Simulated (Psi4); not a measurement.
A dimer, C3H8 ··· H3O+ (SMILES CCC and [OH3+]) (charge +1); the first 11 atoms form monomer A.

```
15

C      1.2042     0.4666    -0.0130
C      0.1173    -0.6040     0.0387
C     -1.2913    -0.0183    -0.0157
H      2.2029     0.0276     0.0273
H      1.1108     1.1606     0.8261
H      1.1341     1.0521    -0.9331
H      0.2538    -1.3018    -0.7929
H      0.2310    -1.1945     0.9527
H     -2.0530    -0.7994     0.0220
H     -1.4434     0.5518    -0.9356
H     -1.4665     0.6593     0.8236
O     -3.2617    -2.4237    -5.2640
H     -3.5953    -3.3420    -5.1749
H     -2.4918    -2.3455    -5.8672
H     -3.1297    -1.9718    -4.4032
```

Problem. What interaction energy does SAPT0/jun-cc-pVDZ, frozen core (Psi4 1.11) give, and which attractive term is the largest?

Solution. Total -0.50 kcal/mol: electrostatics 0.05, exchange 0.00, induction -0.52, dispersion -0.02. The most attractive term is induction.
